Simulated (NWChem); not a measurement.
[CH3][Y]([NH2])[NH2] (CH₇N₂Y), optimised at PBE0/def2-SVP with NWChem:

```
Property                     Value
---------------------------  -----
highest occupied level (eV)  -6.14
orbital gap (eV)              4.94
dipole (D)                    1.60
```

All stand in one matching conformer (torsions within 35°), which need not be the lowest. One or both are not confirmed as a minimum by frequencies. def2 effective core potentials on Y, In; no spin-orbit coupling.

One Y atom is replaced by In, giving [CH3][In]([NH2])[NH2] (CH₇InN₂), optimised at the same level. How do these values move?


| quantity | new value | change |
|---|---|---|
| highest occupied level (eV) | -6.13 | +0.01 |
| orbital gap (eV) | 6.02 | +1.08 |
| dipole (D) | 1.59 | -0.01 |
